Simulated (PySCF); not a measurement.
**Lu⁴⁸⁺: ionisation energy**

Lu⁴⁸⁺ [Ar] 3d5 (6S) → Lu⁴⁹⁺ [Ar] 3d4 (5D), as a difference of total energies. Calculation: PySCF 2.14, in an even-tempered Gaussian basis (18 s from 10 bohr⁻², ratio 2.5; 12 p from 14 bohr⁻², ratio 2.5; 7 d from 14 bohr⁻², ratio 2.5; 4 f from 53 bohr⁻², ratio 2.7; 3 g from 79 bohr⁻², ratio 2.7); scalar relativity by spin-free X2C-1e. Correlated levels: outer shells: [Ne] frozen; virtual orbitals above 40 to 60 times the deepest correlated orbital energy dropped. The calculations carry no spin-orbit coupling.

```tsv
method	ionisation energy (eV)
UHF	4257.3
LDA	4253.3
PBE	4252.8
PBE0	4254.4
r2SCAN	4255.1
TPSS	4251.7
M06	4255.5
MP2 (outer shells)	4257.5
SCS-MP2 (outer shells)	4257.0
```

Spin-orbit coupling is strong in these open shells (close to jj coupling). The scalar numbers leave it out and a first-order estimate fails, so it can dominate the gap to the real levels.

Breit and QED terms and the two-electron picture change are absent.

For comparison: 4211 ± 4 eV (theoretical estimate listed by NIST; NIST Atomic Spectra Database, ionization energies).
